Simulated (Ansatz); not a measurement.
Reaction (isomerisation): `B/C(C)=C/F` → `B/C=C/CF`

Isolated molecules relaxed with PBE0-D4/def2-TZVP in Ansatz; ΔE leaves out vibrations. CBS: MP2 limit from def2 TZ/QZ plus the TZ coupled-cluster correction, frozen cores. Double bonds are as drawn, so ΔE can hold a change between cis and trans. DFT in def2-TZVPP. B3LYP here is the variant with VWN-RPA as its local correlation; programs differ in this. One conformer a species, not always the lowest.

(1) Is it downhill or uphill in electronic energy at CCSD(T)/CBS, and by how much? (Estimate.)

(2) What do these levels give: PBE-D4, PBE0-D4, B3LYP-D4, PBE, HF/def2-QZVPP, SCS-MP2/def2-QZVPP? (An estimate is asked.)

Largest T1 diagnostic among the species: 0.012.

## Answers

(1) Computed: Uphill: ΔE = +5.3 kcal/mol.

(2) Ansatz gave: PBE-D4 7.5, PBE0-D4 6.5, B3LYP-D4 5.7, PBE 7.2, HF/def2-QZVPP 2.7, SCS-MP2/def2-QZVPP 5.2 kcal/mol.

In def2-TZVPP, CCSD(T) changes the Hartree–Fock value by +2.9 kcal/mol (the triples alone add +0.6 kcal/mol) and MP2 by +3.6 kcal/mol. From PBE to PBE0 (25 % exact exchange), in def2-TZVPP and without D4, ΔE moves by −0.9 kcal/mol.
